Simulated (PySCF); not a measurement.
# Correlation energy of Co²⁺ (cobalt, charge +2)

[Ar] 3d6 4s1, high-spin 6D determinant (an excited configuration). Calculation: PySCF 2.14, in ANO-RCC-VTZP (6s5p3d2f1g, 59 functions); the spin-free X2C one-electron Hamiltonian (Gaussian nucleus). Frozen: [Ne]; 15 electrons correlated.

MP2 pair energies summed by pair of shells (mhartree):

| pair | energy | share (%) |
| --- | --- | --- |
| 3p-3d | -170.00 | 42.0 |
| 3d-3d | -109.20 | 27.0 |
| 3p-3p | -65.86 | 16.3 |
| 3s-3p | -19.08 | 4.7 |
| 3s-3d | -16.80 | 4.1 |
| 3d-4s | -13.08 | 3.2 |
| 3p-4s | -7.49 | 1.9 |
| 3s-3s | -2.83 | 0.7 |
| 3s-4s | -0.57 | 0.1 |

Total MP2 correlation energy: -404.92 mhartree.

Same-spin part -144.30 and opposite-spin part -260.63 mhartree; SCS-MP2 scales them by 1/3 and 6/5 to -360.85 mhartree.
